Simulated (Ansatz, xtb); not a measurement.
## Two isomers of C3H4FNOSi

Structure X: `Fc1ncoc1[SiH3]`, a singlet. Structure Y: `Fc1nc([SiH3])co1`, a singlet. Both are isolated molecules in the gas phase, relaxed with B3LYP-D3(BJ)/def2-SVP.

X (Å):

```xyz
11

C    -2.4479    0.2758    0.6565
C    -2.0051    2.0586    1.6558
C    -1.1361    0.1554    1.0428
F    -3.1664   -0.6073   -0.0072
N    -2.9845    1.4659    1.0425
O    -0.8676    1.3465    1.7008
Si    0.1754   -1.1605    0.8591
H    -2.0012    3.0412    2.1253
H     0.6367   -1.6232    2.1979
H     1.3437   -0.6260    0.1050
H    -0.4503   -2.2834    0.1125
```

Y (Å):

```yaml
atoms:
  - { symbol: C, position_ang: [-2.4930, -1.2601, 0.3422] }
  - { symbol: C, position_ang: [-1.1688, 0.2046, 1.1041] }
  - { symbol: C, position_ang: [-1.0191, 0.1632, -0.2520] }
  - { symbol: F, position_ang: [-3.3758, -2.1943, 0.1290] }
  - { symbol: N, position_ang: [-2.1463, -0.7446, 1.4621] }
  - { symbol: O, position_ang: [-1.8789, -0.7884, -0.7506] }
  - { symbol: Si, position_ang: [-0.2994, 1.2764, 2.3714] }
  - { symbol: H, position_ang: [-1.2885, 2.1158, 3.1020] }
  - { symbol: H, position_ang: [0.4388, 0.4265, 3.3457] }
  - { symbol: H, position_ang: [0.6604, 2.1523, 1.6400] }
  - { symbol: H, position_ang: [-0.4030, 0.6902, -0.9742] }
```

Quicker runs give these differences E(Y) − E(X): GFN2-xTB +0.038 eV; HF/STO-3G −0.056 eV (at GFN2-xTB geometries); r2SCAN-D4/def2-SVP −0.008 eV (at GFN2-xTB geometries).

Problem. Which of the two would you expect CCSD(T)/def2-SVP + ΔMP2/def2-TZVPP electronic energies to favour?

Solution. Too close to call at this level: CCSD(T)/def2-SVP + ΔMP2/def2-TZVPP gives E(Y) − E(X) = −0.015 eV.

Level by level:

| level | geometry | E(Y) − E(X) (eV) | departure from the last row (eV) | job, with rough time for the two |
| --- | --- | --- | --- | --- |
| GFN2-xTB | GFN2-xTB | +0.038 | +0.053 | optimisation, 0.18 s |
| HF/STO-3G | GFN2-xTB | −0.056 | −0.041 | single point, 0.44 s |
| r2SCAN-D4/def2-SVP | GFN2-xTB | −0.008 | +0.007 | single point, 3.3 s |
| B3LYP-D3(BJ)/def2-SVP | B3LYP-D3(BJ)/def2-SVP | +0.016 | +0.031 | optimisation, 84 s |
| HF/def2-SVP | B3LYP-D3(BJ)/def2-SVP | −0.075 | −0.060 | part of the CCSD(T) run |
| MP2/def2-SVP | B3LYP-D3(BJ)/def2-SVP | −0.034 | −0.019 | part of the CCSD(T) run |
| CCSD(T)/def2-SVP | B3LYP-D3(BJ)/def2-SVP | −0.029 | −0.014 | single point |
| CCSD(T)/def2-SVP + ΔMP2/def2-TZVPP | B3LYP-D3(BJ)/def2-SVP | −0.015 |  | single point, 33 s |

As drawn, both hold the same kinds of bond in the same numbers.

The largest departure from CCSD(T)/def2-SVP + ΔMP2/def2-TZVPP is that of HF/def2-SVP, 0.060 eV. The last row adds to CCSD(T) the change of the MP2 difference between the two basis sets, here +0.014 eV.

With thermal terms from frequencies at re-optimised GFN2-xTB minima (ideal gas, soft modes damped towards free rotors, one conformer each, 298.15 K, 1 atm): on the last row, ΔE + ΔZPE = −0.021, ΔH = −0.021, ΔG = −0.018 eV.

The correlated steps freeze 11 core orbitals. Run with Ansatz 0.2.0, xtb 6.7.1; the last row on 2 threads of Intel(R) Xeon(R) 6975P-C (Granite Rapids) on a shared host.
